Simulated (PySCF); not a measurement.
CaCl, charge +1, singlet, geometry from GFN2-xTB (such geometries of metal compounds can be far from the true shape). Base run: B3LYP/6-31G in PySCF.

PySCF was given this input:
```python
from pyscf import gto, scf, dft

mol = gto.M(
    atom='''
Ca   -0.000000   -0.000000   -1.062485
Cl    0.000000    0.000000    1.249982
''',
    basis='6-31g',
    charge=1,
    spin=0,
    verbose=4,
)

mf = dft.RKS(mol)
mf.xc = 'b3lyp'
mf.kernel()
```

Each row names what was changed in the base input (with any setting that the change needs).

```json
[
 {"change": "base", "ΔE vs base (mEh)": "0.000", "grid points": "39304", "electrons on the grid": "36.00000"},
 {"change": "grids.level = 5", "ΔE vs base (mEh)": "0.001", "grid points": "87784", "electrons on the grid": "36.00000"},
 {"change": "grids.level = 7", "ΔE vs base (mEh)": "0.002", "grid points": "171992", "electrons on the grid": "36.00000"},
 {"change": "grids.radi_method = gauss_chebyshev", "ΔE vs base (mEh)": "0.000", "grid points": "37496", "electrons on the grid": "36.00000"},
 {"change": "grids.level = 4", "ΔE vs base (mEh)": "0.002", "grid points": "58688", "electrons on the grid": "36.00000"},
 {"change": "grids.level = 1", "ΔE vs base (mEh)": "0.032", "grid points": "13648", "electrons on the grid": "35.99998"},
 {"change": "grids.atom_grid = (30, 110)", "ΔE vs base (mEh)": "-9.059", "grid points": "4848", "electrons on the grid": "36.00082"},
 {"change": "grids.level = 0", "ΔE vs base (mEh)": "-25.003", "grid points": "4048", "electrons on the grid": "36.00341"},
 {"change": "grids.atom_grid = (150, 974)", "ΔE vs base (mEh)": "0.002", "grid points": "144160", "electrons on the grid": "36.00000"},
 {"change": "grids.atom_grid = (50, 194)", "ΔE vs base (mEh)": "-0.047", "grid points": "12432", "electrons on the grid": "35.99998"},
 {"change": "grids.becke_scheme = stratmann", "ΔE vs base (mEh)": "0.001", "grid points": "39304", "electrons on the grid": "36.00000"}
]
```
